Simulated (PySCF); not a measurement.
# [FeI4]-: what the settings change

The complex [FeI4]- (charge -1) contains Fe(III), shell d5. The structure is a PBE0-D3(BJ)/def2-SVP geometry optimised for multiplicity 6; coordination tetrahedral, point group Td, metal–donor distances 2.57 Å.

```
5

Fe    0.000    0.000    0.000
I     1.485    1.485    1.485
I     1.485   -1.485   -1.485
I    -1.485   -1.485    1.485
I    -1.485    1.485   -1.485
```

Method (PySCF 2.14, density fitting): CASSCF(5,5) with orbitals averaged over all microstates of the shell, strongly contracted NEVPT2 on the averaged canonical orbitals; basis x2c-TZVPall on the metal, x2c-SVPall elsewhere; spin-free X2C; IEF-PCM dichloromethane; spin-orbit coupling by state interaction with the mean-field operator over all roots.

Base run: NEVPT2 ground state 6A1, next 4T1 at 20322, then 4T2 at 25021 cm⁻¹, 10Dq(CASSCF) 4404, B(CASSCF) 1019, ζ 247 cm⁻¹, g 2.002 2.002 2.002, μeff(300 K) 5.92 μB.

Problem. What happens with the basis x2c-TZVPall on all atoms?

Solution. NEVPT2 ground state 6A1, next 4T1 at 20254, then 4T2 at 24941 cm⁻¹, 10Dq(CASSCF) 4449, B(CASSCF) 1018, ζ 245 cm⁻¹, g 2.002 2.002 2.002, μeff(300 K) 5.92 μB. It took 170 s against 60 s on a shared host of the same kind.

Problem. What happens with orbitals averaged over the highest spin alone?

Solution. NEVPT2 ground state 6A1, next 4T1 at 25105, then 4T2 at 27988 cm⁻¹, 10Dq(CASSCF) 4251, B(CASSCF) 1158, ζ 354 cm⁻¹, g 2.002 2.002 2.002, μeff(300 K) 5.92 μB.

Charge-transfer states lie outside this active space and may come lower than some of these levels. NEVPT2 on the d shell alone tends to put d–d bands too high for such charged or covalently bound ions.
